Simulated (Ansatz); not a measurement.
Reaction (substitution at a C–Al bond): `[CH3][AlH][GeH3]` + `OBCCl` → `COBCCl` + `[AlH2][GeH3]`

Isolated molecules relaxed with PBE0-D4/def2-TZVP in Ansatz; ΔE leaves out vibrations. CBS: MP2 limit from def2 TZ/QZ plus the TZ coupled-cluster correction, frozen cores. For Ge outer-core shells are correlated without core-valence functions, which leaves a few kJ/mol of doubt a bond. Scalar relativity is left out up to krypton. Each species was taken in one conformer, which may not be the lowest.

| species | CCSD(T)/CBS(def2) energy (Eh) |
| --- | --- |
| `[CH3][AlH][GeH3]` | -2360.38260 |
| `OBCCl` | -600.26080 |
| `COBCCl` | -639.49764 |
| `[AlH2][GeH3]` | -2321.10422 |

Work out ΔE.

ΔE = (-639.49764) + (-2321.10422) − (-2360.38260) − (-600.26080) = 0.04154 Eh = +1.13 eV.

Largest T1 diagnostic among the species: 0.012.

In def2-TZVPP, CCSD(T) changes the Hartree–Fock value by +0.20 eV (the triples alone add +0.02 eV) and MP2 by +0.28 eV.
